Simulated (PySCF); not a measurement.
These are PBE-D3(BJ)/def2-TZVP // PBE0-D3(BJ)/def2-SVP (PySCF 2.14.0) values and carry that method's errors. Isolated molecules, 0 K electronic values unless said otherwise. Delta-SCF ions had no search for a lower state. Excitations are Tamm–Dancoff values on a coarser integration grid. The basis has no diffuse functions, so Rydberg states are missing or too high.

Reference species (SMILES): `[GeH3][GeH2][GeH3]` (neutral, multiplicity 1).

vertical ionisation energy (Delta-SCF): 9.42 eV
LUMO: -0.88 eV
brightest of the four lowest singlets (TDA): 6.54 eV

Changed species: `[GeH3][GeH3]` (n = 2; the reference has n = 3).

Problem. Give the shifts of the vertical ionisation energy (Delta-SCF), LUMO and brightest of the four lowest singlets (TDA).

Solution. the vertical ionisation energy (Delta-SCF) rises by 0.70 eV, to 10.12 eV; the LUMO increases by 0.38 eV, to -0.50 eV; the brightest of the four lowest singlets (TDA) rises by 0.85 eV, to 7.39 eV.
